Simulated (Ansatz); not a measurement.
Consider the isomerisation: `[SiH3][SiH]1CCS1` → `SC1[SiH2]C[SiH2]1`.

Isolated molecules relaxed with PBE0-D4/def2-TZVP in Ansatz; ΔE leaves out vibrations. CBS: MP2 limit from def2 TZ/QZ plus the TZ coupled-cluster correction, frozen cores. Functionals use def2-TZVPP. B3LYP here is the variant with VWN-RPA as its local correlation; programs differ in this. One conformer a species, not always the lowest.

CCSD(T)/CBS gives +26.9 kJ/mol.

(1) Another level gave +27.9 kJ/mol. Which?
A. MP2/def2-TZVPP
B. B3LYP/def2-TZVPP
C. CCSD/def2-TZVPP
D. PBE/def2-TZVPP

Largest T1 diagnostic among the species: 0.012.

Results:

(1) C. CCSD/def2-TZVPP 27.9, MP2/def2-TZVPP 22.7, B3LYP 33.6, PBE 40.1 kJ/mol.

From PBE to PBE0 (25 % exact exchange), in def2-TZVPP and without D4, ΔE moves by −3.7 kJ/mol.
